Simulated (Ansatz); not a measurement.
Single points on cis-OsCl2(PF3)4 (P4OsCl2F12).

```yaml
crystal:
  periodic: [false, false, false]
  atoms:
    - {symbol: Cl, position_ang: [0.691803, -0.221483, 2.697984]}
    - {symbol: Cl, position_ang: [2.796482, -0.097403, -0.015713]}
    - {symbol: F, position_ang: [1.138782, 1.375820, -2.600905]}
    - {symbol: F, position_ang: [-1.002964, 0.253797, -2.734005]}
    - {symbol: F, position_ang: [1.041448, -1.043809, -2.789011]}
    - {symbol: F, position_ang: [-2.612579, 1.312669, -0.079371]}
    - {symbol: F, position_ang: [-2.564849, -0.082070, 1.901490]}
    - {symbol: F, position_ang: [-2.684724, -1.110415, -0.288106]}
    - {symbol: F, position_ang: [0.472111, 3.275504, -0.473148]}
    - {symbol: F, position_ang: [1.916016, 2.721297, 1.399701]}
    - {symbol: F, position_ang: [-0.493953, 2.846803, 1.714509]}
    - {symbol: F, position_ang: [0.343501, -3.199373, -0.947031]}
    - {symbol: F, position_ang: [-0.697254, -3.038297, 1.242773]}
    - {symbol: F, position_ang: [1.727846, -3.002458, 1.037415]}
    - {symbol: Os, position_ang: [0.362774, -0.031946, 0.283089]}
    - {symbol: P, position_ang: [0.385173, 0.135562, -1.940879]}
    - {symbol: P, position_ang: [-1.849849, 0.019831, 0.482781]}
    - {symbol: P, position_ang: [0.580112, 2.219620, 0.718808]}
    - {symbol: P, position_ang: [0.450116, -2.333649, 0.389618]}
basis:
  gaussian: {orbitals: def2-TZVP, fitting: {mean_field: def2-universal-jkfit}, initial_orbitals: start.molden}
hamiltonian: {xc: pbe0, dispersion: d4}
scf: {omitted_lower_state_checks: [starts]}
output: {orbitals: {seedname: orbitals}}
```

The file start.molden holds the orbitals of an earlier run on this structure, at another level or in another basis.

```sh
$ ansatz run in.yaml --threads 2 --pin off --events-out ev --progress --plain --max-ram 22528MiB --backend cuda --devices 0, --max-vram 18GiB
```

Output, abridged:

```
Functional definition: PBE0
1919 factors; integrals over basis functions are off by at most 1.6e0 eV
mean field evaluation 1: about -97229.7197 eV, gradient 4.6e2 eV
mean field evaluation 2: about -97251.7888 eV, gradient 2.4e1 eV
mean field evaluation 4: about -97253.0011 eV, gradient 6.5e-3 eV
mean field -97253.01124121 eV, -3573.9822426559 hartree, gradient 4.9e-5 eV, S^2 0.000000; 0 other end points of the search recorded, 0 dependent functions left out
reference -97253.01127350 eV, -3573.9822438423 hartree; 109, 109 occupied and 525, 525 virtual orbitals, 1919 factors
Total energy: -97254.08538439 eV, -3574.0217166894 hartree
Checks for a lower state left out: starts
```

Run time 4.6 s (2 threads of AMD EPYC 7R13 on a shared host and a share (18 GiB) of an NVIDIA H100 80GB HBM3), peak host memory 1 GiB.

First input, but with `gaussian: {orbitals: def2-SVP, initial_orbitals: start.molden}`, `hamiltonian: {xc: pbe, dispersion: d4}` (abridged; 3 s):

```
Functional definition: PBE
mean field -97185.08458089 eV, -3571.4859839312 hartree, gradient 4.4e-5 eV, S^2 0.000000
Total energy: -97186.30565170 eV, -3571.5308574559 hartree
Checks for a lower state left out: starts
```

First input, but with `hamiltonian: {xc: pbe, dispersion: d4}`, `output: {forces: true, orbitals: {seedname: orbitals}}` (abridged; 4.7 s):

```
Functional definition: PBE
mean field -97250.59980334 eV, -3573.8936239487 hartree, gradient 7.3e-5 eV, S^2 0.000000
Total energy: -97251.82087372 eV, -3573.9384974575 hartree
Atom 0 force    -0.012155     0.009887    -0.117820 eV/Å
Atom 1 force    -0.104525     0.004762    -0.005695 eV/Å
Atom 2 force    -0.413425    -0.713191     0.318454 eV/Å
Atom 3 force     0.723203    -0.059507     0.364325 eV/Å
Atom 4 force    -0.358593     0.684669     0.428000 eV/Å
Atom 5 force     0.341503    -0.701118     0.301992 eV/Å
Atom 6 force     0.394679     0.059248    -0.785911 eV/Å
Atom 7 force     0.378716     0.617369     0.413084 eV/Å
Atom 8 force     0.061830    -0.548528     0.671811 eV/Å
Atom 9 force    -0.813726    -0.292004    -0.404995 eV/Å
Atom 10 force     0.628622    -0.315389    -0.555538 eV/Å
Atom 11 force     0.061380     0.454651     0.752695 eV/Å
Atom 12 force     0.672412     0.362171    -0.476613 eV/Å
Atom 13 force    -0.786677     0.399383    -0.389173 eV/Å
Atom 14 force     0.191363    -0.016079     0.102945 eV/Å
Atom 15 force    -0.003888     0.083146    -1.042297 eV/Å
Atom 16 force    -1.011086     0.030809    -0.042917 eV/Å
Atom 17 force     0.059420     1.136652     0.322283 eV/Å
Atom 18 force    -0.009052    -1.196930     0.145374 eV/Å
Dipole moment:    -0.499779     0.045768    -0.374993 e Å
Checks for a lower state left out: starts
```

As the first input, with `gaussian: {orbitals: def2-SVP, initial_orbitals: start.molden}` (abridged; 3.9 s):

```
Functional definition: PBE0
mean field -97187.60191760 eV, -3571.5784943493 hartree, gradient 2.5e-5 eV, S^2 0.000000
Total energy: -97188.67605989 eV, -3571.6179683503 hartree
Checks for a lower state left out: starts
```

First input, but with `gaussian: {orbitals: def2-SVP, initial_orbitals: start.molden}`, `hamiltonian: {xc: pbe}`, `correlation: {method: rpa}` and without the key `output` (abridged; 5.5 s):

```
Functional definition: PBE
mean field -97185.08442446 eV, -3571.4859781826 hartree, gradient 2.2e-6 eV, S^2 0.000000
42 core orbitals not correlated: weight in the atoms' cores, before any rotation towards them, 1.000 or more for the frozen orbitals, at most 0.000 for the correlated occupied ones
Total energy: -97104.26536562 eV, -3568.5159325514 hartree
Checks for a lower state left out: starts
```

As the first input, with `gaussian: {orbitals: def2-SVP, initial_orbitals: start.molden}`, `correlation: {method: mp2}` and without the key `hamiltonian` (abridged; 3.9 s):

```
Functional definition: HF
mean field -96976.97313945 eV, -3563.8380295214 hartree, gradient 1.5e-6 eV, S^2 0.000000
42 core orbitals not correlated: weight in the atoms' cores, before any rotation towards them, 1.000 or more for the frozen orbitals, at most 0.000 for the correlated occupied ones
second order -93.81263614 eV of doubles, -0.00000000 eV of singles
Total energy: -97070.78577559 eV, -3567.2855803112 hartree
Checks for a lower state left out: starts
```

The first input with `hamiltonian: {xc: {name: CAM-B3LYP}, dispersion: d4}` (abridged; 5.5 s):

```
Functional definition: CAM-B3LYP
mean field -97299.27894871 eV, -3575.6825495452 hartree, gradient 2.5e-5 eV, S^2 0.000000
Total energy: -97300.40810134 eV, -3575.7240451389 hartree
Checks for a lower state left out: starts
```

Geometry: PBE-D4/def2-SVP.

In the def2 sets Os takes a core potential; there is no spin–orbit coupling. Correlated methods freeze 42 core orbitals; core or outer-core shells of Os are correlated, in sets that lack core-valence functions. Single mean-field runs in def2-TZVP are fitted with def2-universal-jkfit.
